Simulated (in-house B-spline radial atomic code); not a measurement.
Atomic self-consistent-field run: the rhodium ion Rh⁷⁺. Level of theory: Dirac-Kohn-Sham CAM-B3LYP, spherical fractional occupations, exact exchange averaged over the configuration, Fermi nucleus of rms radius 4.4945 fm; calculated with a B-spline radial code for spherical atoms.

Command:
```bash
python run_scf.py task.json out
```
Settings (nuclear radius in fm, mass in u):
```
Z                45
configuration    [Kr] 4d2
hamiltonian      dirac
method           camb3lyp
spin_polarised   False
nucleus          fermi
rms_radius       4.4945
atomic_mass      102.90549
speed_of_light   137.035999084
exact_exchange   averaged over the configuration
```

Output (hartree, bohr):
```
 radial grid: 66 intervals, B-splines of order 8, outer radius 13.5065 bohr

 iter        energy (Eh)    residual
    1       -4765.030317    6.91e-01
    2       -4771.262969    3.23e-01
    3       -4772.774044    6.83e-02
    4       -4772.877048    2.19e-02
    5       -4772.883694    9.68e-03
    6       -4772.885294    9.01e-04
    7       -4772.885306    1.24e-05
    8       -4772.885306    2.08e-06
    9       -4772.885306    3.17e-08

 total energy                     -4772.88531
 kinetic                            4976.5503
 electron-nucleus                 -11391.8948
 Hartree                            1777.7391
 exact exchange                      -28.2149
 exchange-correlation               -107.0650

 first-order corrections (not in the total)
   Gaunt                             3.4245
   retardation                      -0.3443
   frequency dependence             -0.0241
   self-energy                       2.3062
   Uehling                          -0.2773
   Wichmann-Kroll                    0.0047
   recoil                            0.0177

 orbital      occ     eigenvalue          <r>       <r^2>       <1/r>       r_max    small
 1s1/2      2.000      -853.0240    0.0326255  0.00143786     47.0536     0.02117  2.71e-02
 2s1/2      2.000      -128.0250     0.141504   0.0236635     10.7947      0.1199  5.63e-03
 2p1/2      2.000      -118.8026     0.120298   0.0177711     10.7674     0.09294  5.63e-03
 2p3/2      4.000      -113.4803     0.125161   0.0191083      10.174     0.09702  5.42e-03
 3s1/2      2.000       -26.6885     0.389599    0.173815     3.75196      0.3511  1.56e-03
 3p1/2      2.000       -23.0722     0.382178    0.169919     3.65478      0.3378  1.50e-03
 3p3/2      4.000       -22.1473     0.392776     0.17925     3.51168      0.3474  1.45e-03
 3d3/2      4.000       -15.7560      0.36708    0.160978     3.33821      0.2892  1.33e-03
 3d5/2      6.000       -15.5736     0.370514     0.16385     3.30112       0.292  1.32e-03
 4s1/2      2.000        -7.2479     0.942203    0.999778     1.46518       0.867  4.11e-04
 4p1/2      2.000        -6.0599     0.995009     1.12231     1.36724      0.9037  3.69e-04
 4p3/2      4.000        -5.8917       1.0179     1.17399      1.3276      0.9252  3.56e-04
 4d3/2      0.800        -4.0623      1.17017     1.57491      1.1216       1.027  2.68e-04
 4d5/2      1.200        -4.0375      1.17791     1.59536      1.1128       1.034  2.65e-04
```

Cost of the run: 2.8 s on 1 thread of AMD EPYC 7R13 Processor, on a shared host.

For the Dirac Hamiltonian the kinetic term is c α·p + (β - 1)c².
